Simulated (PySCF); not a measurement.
This PySCF input asks for the NMR shieldings of SMILES OC[C@@H]1CC=NC1, C5H9NO; the geometry comes from GFN2-xTB.

```python
import basis_set_exchange as bse
import numpy as np
from pyscf import gto, dft
from pyscf.prop import nmr

atoms = """
O     1.931553   -1.387887   -0.659442
C     1.469984   -0.089208   -0.375184
C     0.218524   -0.080709    0.509293
C    -0.931133   -0.852101   -0.159569
C    -1.857682    0.260628   -0.555472
N    -1.563580    1.408978   -0.135933
C    -0.352569    1.355665    0.644784
H     2.137754   -1.833473    0.169937
H     2.261173    0.507839    0.102850
H     1.239850    0.357147   -1.345953
H     0.470407   -0.498088    1.487785
H    -0.590534   -1.429705   -1.019661
H    -1.439437   -1.532792    0.526988
H    -2.738807    0.098682   -1.155474
H    -0.603190    1.608854    1.678246
H     0.340089    2.115114    0.275393
"""
names = dict.fromkeys(["O", "C", "N", "H"], "pcSseg-1")
basis = {el: gto.basis.parse(bse.get_basis(n, elements=[el], fmt="nwchem")) for el, n in names.items()}
mol = gto.M(atom=atoms, basis=basis, charge=0, verbose=0)
mf = dft.RKS(mol, xc="PBE0")
mf.grids.level = 2
mf.grids.alignment = dft.numint.BLKSIZE   # the property module wants whole blocks of grid points
mf.conv_tol = 1e-9
mf.kernel()

calc = nmr.RKS(mf)   # GIAO
C = mf.mo_coeff
Co = C[:, mf.mo_occ > 0]
resp = mf.gen_response(singlet=True, hermi=2)
def vind(x):   # induced exchange potential for any number of trial vectors
    d = np.einsum("pi,xij,qj->xpq", C, 2 * x.reshape(-1, C.shape[1], Co.shape[1]), Co, optimize=True)
    return np.einsum("xpq,pi,qj->xij", resp(d - d.transpose(0, 2, 1)), C, Co, optimize=True).ravel()
mo1, _ = nmr.rhf.solve_mo1(calc, with_cphf=vind)
sigma = calc.kernel(mo1)
for i, s in enumerate(sigma):   # ppm
    print("%2d %-2s %9.2f" % (i, mol.atom_pure_symbol(i), np.trace(s) / 3))
```

Q: What does it print?

A: 
```
 0 O     291.21
 1 C     115.91
 2 C     144.31
 3 C     143.30
 4 C      16.81
 5 N    -115.67
 6 C     119.61
 7 H      31.82
 8 H      27.79
 9 H      28.67
10 H      29.68
11 H      28.73
12 H      29.18
13 H      24.27
14 H      27.55
15 H      28.02
```

These numbers come from an equivalent density-fitted implementation of the same equations, which agrees with the script to about 0.01 ppm for H and up to a few tenths of a ppm for heavy atoms, so last digits may differ.

Q: Turn these shieldings into chemical shifts. Shifts are taken against calculated references (same method and geometry level): 17O (336.08 ppm) vs H2O; 13C (186.93 ppm) and 1H (31.72 ppm) against TMS; NH3 for 15N (267.73 ppm).

A: Averaging equivalent atoms: O 0: 44.9; C 4: 170.1; C 1: 71.0; C 6: 67.3; C 3: 43.6; C 2: 42.6; N 5: 383.4; H 13: 7.44; H 14: 4.16; H 8: 3.92; H 15: 3.70; H 9: 3.05; H 11: 2.99; H 12: 2.54; H 10: 2.04; H 7: -0.10 ppm. Experimental scales use liquid or dissolved standards, which lie at an offset from isolated NH3 (liquid NH3: subtract about 20 ppm) and H2O (liquid H2O: subtract about 36 ppm). Unscaled 15N shifts of sp2 nitrogen come out 20 to 40 ppm too high even then.

Size and cost of the density-fitted run: 164 basis functions, 25 s wall time on 1 thread of an Arm Neoverse V1, shared host.
